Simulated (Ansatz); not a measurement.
## One elementary step

Start structure (Si2H5Cl3O, singlet), relaxed at PBE0-D4/def2-TZVP:

```
11
angstrom
Si -0.0935 -1.4214 -1.6535
H 1.2450 -0.8323 -1.5736
Cl -0.2599 -2.4582 -3.3970
Cl -0.3987 -2.7289 -0.1176
Cl -1.5296 0.0155 -1.6238
H 0.6320 -0.5624 1.5509
O 0.7587 0.1832 0.9618
Si 0.0607 1.6219 1.3803
H 0.3160 2.5370 0.2454
H -1.4017 1.4752 1.6056
H 0.6711 2.1705 2.6216
```

The step: SiHCl₃ ([Cl][SiH]([Cl])[Cl]) + SiH₄O ([OH][SiH3]) → Si₂H₃Cl₃O ([SiH3][O][Si]([Cl])([Cl])[Cl]) + H₂; bonds formed: Si1–O7, H2–H6; bonds broken: Si1–H2, H6–O7. Computed with Ansatz 0.2.0 (basis: def2-TZVPP and def2-QZVPP); correlated methods freeze the cores. Extrapolation: Hartree–Fock as exp(−7.88 √X), correlation as X^−2.97. Energies below are by CCSD(T) at an estimated basis limit (MP2 extrapolated from triple and quadruple zeta, plus CCSD(T) − MP2 in triple zeta).

(1) What are the electronic barrier and the energy of the step, from the start structure to the end structure? (An estimate is asked for; the value comes from the calculation.)

The T1 diagnostic stays at or below 0.011.

Results:

(1) By the calculation: Barrier 148.6 kJ/mol; step energy -95.3 kJ/mol (downhill); reverse barrier, their difference, 243.9 kJ/mol. Barrier and step energy count from the start structure, the reverse barrier from the end structure.

The saddle point: One imaginary mode of 1282i cm⁻¹.
```csv
pair,start (Å),saddle (Å),end (Å)
Si1–O7,3.18,1.77,1.60
H2–H6,3.20,1.14,0.75
Si1–H2,1.46,1.66,4.17
H6–O7,0.96,1.13,2.81
```

Zero-point energy (harmonic, PBE0-D4): ZPE is 140.5 kJ/mol at the start and 133.1 kJ/mol at the saddle, so the barrier goes from 148.6 to 141.2 kJ/mol.

Labels in which every atom is bracketed show which atoms are joined, not bond orders.

For scale, one of the runs: CCSD(T)/def2-TZVPP, 311 basis functions, launched by `ansatz run in.yaml --threads 4 --pin off --events-out ev --progress --plain --max-ram 66560MiB --backend cuda --devices 0, --max-vram 37GiB`. Hardware: 4 CPU threads of an AMD EPYC 7R13 and a share of one NVIDIA H100, shared host. Wall time 14 s; peak host memory 0.84 GiB.
